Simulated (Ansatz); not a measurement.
C7H9N can be A, `Cc1cccc(N)c1`, or B, `Cc1ccnc(C)c1`.

Computed with Ansatz on PBE0-D4/def2-TZVP structures; ΔE is electronic, products minus reactants. CBS: MP2 limit from def2 TZ/QZ plus the TZ coupled-cluster correction, frozen cores. DFT in def2-TZVPP. B3LYP here is the variant with VWN-RPA as its local correlation; programs differ in this. Each species was taken in one conformer, which may not be the lowest.

A:

```xyz
17

C    -2.411   -0.701   -0.125
C    -0.931   -0.466   -0.158
C    -0.061   -1.469   -0.576
C     1.307   -1.244   -0.568
C     1.826   -0.031   -0.153
C     0.969    0.987    0.265
N     1.467    2.230    0.626
C    -0.406    0.752    0.254
H    -2.719   -1.396   -0.909
H    -2.967    0.229   -0.255
H    -2.714   -1.134    0.833
H    -0.456   -2.423   -0.907
H     1.983   -2.026   -0.895
H     2.898    0.137   -0.159
H     0.870    2.776    1.224
H     2.425    2.235    0.934
H    -1.080    1.543    0.570
```

B:

```xyz
17

C    -1.916   -0.192   -1.648
C    -0.614   -0.117   -0.917
C     0.598   -0.295   -1.574
C     1.771   -0.236   -0.842
N     1.820   -0.016    0.466
C     0.665    0.159    1.108
C     0.752    0.408    2.580
C    -0.560    0.115    0.450
H    -2.727    0.248   -1.066
H    -1.861    0.323   -2.609
H    -2.181   -1.234   -1.854
H     0.631   -0.474   -2.643
H     2.729   -0.370   -1.339
H    -0.234    0.537    3.028
H     1.257   -0.426    3.073
H     1.348    1.303    2.775
H    -1.477    0.266    1.012
```

Which isomer does CCSD(T)/CBS put lower? Give the gap. (Best estimate.)

Ansatz gave: A, by 11.2 kJ/mol.

Give E(B) − E(A) in kJ/mol with B3LYP, r2SCAN-D4, PBE-D4, PBE0-D4, LDA (SPW92), ωB97M-V, BLYP-D4. (Estimate.)

The calculation gave: B3LYP 10.9, r2SCAN-D4 15.2, PBE-D4 14.8, PBE0-D4 15.4, LDA (SPW92) 25.0, ωB97M-V 11.4, BLYP-D4 10.8. None reverses the order clearly.

Largest T1 diagnostic: 0.012.

In def2-TZVPP, CCSD(T) changes the Hartree–Fock value by +4.5 kJ/mol (the triples alone add −0.9 kJ/mol) and MP2 by +9.4 kJ/mol. At CCSD(T), def2-SVP lies −14.0 kJ/mol from the extrapolated value and def2-TZVPP −4.5 kJ/mol.
